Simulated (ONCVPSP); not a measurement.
# Reading a pseudo-wave (aluminium)

Columns: radius, all-electron u(r) and pseudo u(r) of the 3p shell (level -2.70 eV) of aluminium in the configuration [Ne] 3s2 3p1; PBEsol, non-relativistic, ONCV scheme, ONCVPSP 4.0.1.

```csv
r (bohr),all-electron,pseudo
0.132,-0.1053,0.0040
0.265,-0.1984,0.0160
0.398,-0.2116,0.0360
0.530,-0.1693,0.0633
0.663,-0.0977,0.0973
0.795,-0.0151,0.1361
0.928,0.0698,0.1785
1.060,0.1500,0.2227
1.193,0.2242,0.2683
1.325,0.2899,0.3138
1.458,0.3481,0.3590
1.590,0.3981,0.4017
1.723,0.4407,0.4411
1.855,0.4756,0.4752
1.988,0.5037,0.5033
2.120,0.5252,0.5251
2.252,0.5409,0.5409
2.385,0.5514,0.5514
2.518,0.5573,0.5573
2.650,0.5591,0.5591
2.782,0.5574,0.5574
2.915,0.5526,0.5526
3.048,0.5453,0.5453
3.180,0.5359,0.5359
3.312,0.5247,0.5247
3.445,0.5119,0.5119
```

**Question.** How many radial nodes do the two functions have?

**Answer.** The all-electron 3p function has n − l − 1 = 1; the pseudo-wave has 0, since the states of the same l below it are removed with the core.

**Question.** Is the pseudo-wave norm-conserving?

**Answer.** Yes: the ONCV scheme keeps the norm inside the radius equal to the all-electron one, which fixes the energy derivative of the logarithmic derivative at the level.
